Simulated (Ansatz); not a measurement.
Harmonic frequencies (cm⁻¹) at PBE0-D4/def2-TZVP from Ansatz: 19, 407, 482, 524, 650, 660, 779, 896, 933, 1136, 1155, 1267, 1437, 1602, 1875, 3070, 3111, 3117.

Which molecule is it?
A. `C#[C][AlH][NH2]`
B. `N=[C]1[CH2][AlH]1`
C. `[CH]1=N[CH2][AlH]1`
D. `C=C=[N][AlH2]`

C.
